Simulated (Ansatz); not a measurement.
Input file for Ansatz (a quantum-chemistry and plane-wave program): R-B3LYP/def2-TZVPP on CH5BBrN (SMILES CB(N)Br), a point of a torsion scan.

Ansatz 0.2 input:
```yaml
crystal:
  periodic: [false, false, false]
  atoms:
    - {symbol: C, position_ang: [-1.14164808, 0.13476699, -0.33703128]}
    - {symbol: B, position_ang: [0.17103854, -0.11732999, 0.50521143]}
    - {symbol: N, position_ang: [0.19105513, -0.10918223, 1.88655886]}
    - {symbol: Br, position_ang: [1.82108919, -0.45273589, -0.38655920]}
    - {symbol: H, position_ang: [-1.37348159, -0.72346663, -0.96832483]}
    - {symbol: H, position_ang: [-1.01964766, 0.98136216, -1.01298383]}
    - {symbol: H, position_ang: [-2.01438554, 0.33146202, 0.28221742]}
    - {symbol: H, position_ang: [1.02209590, -0.26981688, 2.43380719]}
    - {symbol: H, position_ang: [-0.62244995, 0.05730671, 2.45412832]}
basis:
  gaussian:
    orbitals: def2-TZVPP
hamiltonian:
  xc: {name: B3LYP}
scf: {lower_state_search: off}
```

The head of its log:

```
WARN ansatz: RAYON_NUM_THREADS=1 ignored (pool sized by the plan → 1); use --threads N
Functional definition: B3LYP
these checks for a lower state are left out or cut short: stability, starts, cluster_reference, orbital_swaps, neighbouring_geometries, increment
integrals: 0.12 GiB planned
1212 factors; their error is unknown
mean field: 1.14 GiB planned
mean field evaluation 1: about -73323.4159 eV, gradient 7.9e1 eV
mean field evaluation 2: about -73308.8383 eV, gradient 1.1e2 eV
```

**Question.** What total energy does the run end on?

**Answer.** -2695.0596 hartree.
